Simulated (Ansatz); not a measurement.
Steps of a relaxation of CH7NSSi2 (`C[Si@@H]1S[Si@@H]1N`) with RKS PBE0-D4/def2-TZVP.

```sh
$ ansatz run in.yaml --threads 4 --pin off --events-out ev --progress --plain --max-ram 10444MiB
```

```yaml
crystal:
  periodic: [false, false, false]
  atoms:
    - {symbol: C, position_ang: [-1.440499, -0.897710, 1.236543]}
    - {symbol: Si, position_ang: [0.152879, 0.114137, 1.224933]}
    - {symbol: S, position_ang: [-0.005813, 2.124084, 0.363536]}
    - {symbol: Si, position_ang: [1.261485, 0.644316, -0.673171]}
    - {symbol: N, position_ang: [0.845263, 0.001326, -2.232639]}
    - {symbol: H, position_ang: [-1.220093, -1.964798, 1.445942]}
    - {symbol: H, position_ang: [-2.129208, -0.525830, 2.022820]}
    - {symbol: H, position_ang: [-1.957627, -0.825899, 0.259538]}
    - {symbol: H, position_ang: [0.837041, 0.065245, 2.564914]}
    - {symbol: H, position_ang: [2.696114, 1.070154, -0.747386]}
    - {symbol: H, position_ang: [1.125938, 0.534898, -3.061172]}
    - {symbol: H, position_ang: [-0.088580, -0.394924, -2.369859]}
basis:
  gaussian: {orbitals: def2-TZVP}
hamiltonian: {xc: pbe0, dispersion: d4}
relax: {f_tol: 0.005, max_steps: 150}
```

Positions (Å) and forces (eV/Å) along the path, 9 of 9 steps:

```xyz
12
step=1 energy=-29222.5821 eV
C    -1.440   -0.898    1.237   -0.164   -0.097    0.008
Si    0.153    0.114    1.225   -0.102    0.221   -0.082
S    -0.006    2.124    0.364    0.301   -0.721   -0.059
Si    1.261    0.644   -0.673   -0.221    0.060   -0.206
N     0.845    0.001   -2.233   -0.262    0.358   -0.009
H    -1.220   -1.965    1.446   -0.097    0.510   -0.098
H    -2.129   -0.526    2.023    0.340   -0.168   -0.378
H    -1.958   -0.826    0.260    0.259   -0.032    0.477
H     0.837    0.065    2.565   -0.151    0.023   -0.306
H     2.696    1.070   -0.747   -0.331   -0.082    0.023
H     1.126    0.535   -3.061   -0.164   -0.341    0.524
H    -0.089   -0.395   -2.370    0.592    0.269    0.105
12
step=2 energy=-29222.6395 eV
C    -1.434   -0.898    1.238   -0.002   -0.009    0.005
Si    0.150    0.106    1.213   -0.092    0.048   -0.004
S    -0.003    2.090    0.352    0.094   -0.236   -0.028
Si    1.253    0.630   -0.670   -0.115    0.008   -0.221
N     0.838    0.011   -2.226   -0.071    0.199    0.129
H    -1.216   -1.949    1.472   -0.032    0.154   -0.035
H    -2.118   -0.510    2.004    0.102   -0.051   -0.110
H    -1.939   -0.849    0.267    0.071   -0.012    0.142
H     0.828    0.072    2.539   -0.033   -0.002   -0.072
H     2.671    1.060   -0.740   -0.070   -0.037    0.011
H     1.144    0.531   -3.041   -0.033   -0.112    0.152
H    -0.097   -0.350   -2.373    0.181    0.051    0.032
12
step=3 energy=-29222.6474 eV
C    -1.430   -0.896    1.239    0.022    0.025    0.004
Si    0.144    0.107    1.207    0.004   -0.052   -0.012
S    -0.009    2.079    0.345   -0.011    0.045   -0.002
Si    1.243    0.634   -0.673   -0.005   -0.069   -0.049
N     0.834    0.021   -2.220   -0.014    0.091    0.059
H    -1.210   -1.942    1.466    0.004   -0.016    0.007
H    -2.105   -0.513    2.008   -0.018    0.003    0.013
H    -1.941   -0.845    0.277   -0.011   -0.003   -0.015
H     0.825    0.071    2.527    0.003    0.011    0.015
H     2.662    1.048   -0.734    0.009    0.014    0.003
H     1.158    0.522   -3.034    0.013   -0.027   -0.008
H    -0.094   -0.341   -2.374    0.003   -0.021   -0.015
12
step=4 energy=-29222.6484 eV
C    -1.431   -0.898    1.246    0.008    0.005   -0.002
Si    0.144    0.101    1.206   -0.009   -0.004    0.010
S    -0.009    2.073    0.343   -0.010    0.017    0.008
Si    1.241    0.627   -0.675    0.010    0.003   -0.037
N     0.832    0.033   -2.227   -0.017    0.037    0.030
H    -1.213   -1.941    1.487    0.001   -0.017    0.005
H    -2.108   -0.505    2.008   -0.008    0.006    0.010
H    -1.940   -0.859    0.282   -0.009   -0.003   -0.012
H     0.824    0.073    2.527    0.010   -0.005    0.006
H     2.659    1.045   -0.733    0.012   -0.003    0.003
H     1.174    0.525   -3.039    0.007   -0.023   -0.001
H    -0.094   -0.329   -2.390    0.005   -0.014   -0.019
12
step=5 energy=-29222.6492 eV
C    -1.433   -0.901    1.251   -0.013   -0.008   -0.003
Si    0.143    0.098    1.205    0.009    0.014    0.007
S    -0.013    2.073    0.345   -0.006   -0.001    0.005
Si    1.236    0.630   -0.678    0.006    0.022    0.013
N     0.827    0.044   -2.230   -0.001    0.023   -0.033
H    -1.215   -1.943    1.500    0.001    0.000    0.001
H    -2.109   -0.502    2.011   -0.001    0.002    0.001
H    -1.943   -0.869    0.288   -0.001   -0.001    0.000
H     0.826    0.072    2.525    0.004   -0.008   -0.002
H     2.656    1.044   -0.732    0.003   -0.008   -0.005
H     1.200    0.510   -3.044   -0.015   -0.031    0.029
H    -0.099   -0.311   -2.407    0.013   -0.004   -0.014
12
step=6 energy=-29222.6496 eV
C    -1.434   -0.901    1.257   -0.011   -0.011    0.000
Si    0.142    0.097    1.205    0.003    0.012   -0.001
S    -0.018    2.074    0.349    0.004   -0.005    0.000
Si    1.230    0.634   -0.680    0.004    0.013    0.009
N     0.824    0.054   -2.234    0.004    0.011   -0.033
H    -1.215   -1.942    1.509   -0.001    0.002    0.000
H    -2.110   -0.501    2.016    0.002    0.001   -0.002
H    -1.946   -0.874    0.293    0.003    0.001    0.002
H     0.829    0.067    2.523    0.002   -0.004   -0.003
H     2.652    1.043   -0.733   -0.001   -0.001   -0.002
H     1.221    0.498   -3.048   -0.018   -0.021    0.036
H    -0.098   -0.302   -2.424    0.009    0.001   -0.006
12
step=7 energy=-29222.6496 eV
C    -1.435   -0.902    1.256   -0.004   -0.002   -0.003
Si    0.142    0.097    1.204    0.007    0.005    0.005
S    -0.018    2.076    0.351   -0.001   -0.003    0.001
Si    1.230    0.637   -0.679   -0.005   -0.003    0.002
N     0.823    0.055   -2.232    0.002    0.004   -0.008
H    -1.216   -1.943    1.509    0.001    0.003   -0.001
H    -2.110   -0.500    2.016    0.001    0.000   -0.001
H    -1.946   -0.874    0.293    0.000   -0.001    0.001
H     0.831    0.065    2.521    0.000   -0.001    0.000
H     2.652    1.046   -0.735   -0.001    0.000   -0.002
H     1.222    0.494   -3.047   -0.003   -0.003    0.007
H    -0.098   -0.304   -2.424    0.004    0.000    0.001
12
step=8 energy=-29222.6496 eV rejected
C    -1.435   -0.901    1.255    0.001    0.001    0.004
Si    0.142    0.097    1.207    0.002    0.007   -0.008
S    -0.016    2.076    0.354   -0.003   -0.005    0.002
Si    1.229    0.636   -0.678    0.009    0.004   -0.009
N     0.823    0.055   -2.232   -0.005   -0.005    0.003
H    -1.216   -1.942    1.508   -0.001   -0.001    0.000
H    -2.112   -0.500    2.013    0.000    0.000    0.000
H    -1.944   -0.874    0.291    0.002    0.001    0.000
H     0.832    0.064    2.523   -0.002   -0.004    0.001
H     2.650    1.046   -0.738   -0.001    0.001    0.006
H     1.219    0.497   -3.046    0.000    0.000    0.001
H    -0.096   -0.310   -2.423   -0.001    0.001   -0.001
12
step=9 energy=-29222.6496 eV
C    -1.435   -0.901    1.256    0.000   -0.001   -0.001
Si    0.142    0.097    1.205    0.002    0.001    0.001
S    -0.017    2.076    0.352   -0.001   -0.001    0.000
Si    1.230    0.636   -0.679   -0.002   -0.001    0.000
N     0.823    0.055   -2.232    0.000    0.001   -0.002
H    -1.216   -1.942    1.510    0.000    0.001    0.000
H    -2.111   -0.499    2.014    0.000    0.001    0.000
H    -1.945   -0.875    0.292    0.000    0.000    0.000
H     0.831    0.063    2.522   -0.001    0.000    0.000
H     2.651    1.047   -0.736    0.000    0.000    0.000
H     1.220    0.495   -3.047   -0.001    0.000    0.001
H    -0.097   -0.307   -2.423    0.001    0.000    0.000
```

It took 35 s on 4 threads of an Arm Neoverse V2 on a shared host, with 0.66 GiB of host memory at the peak.
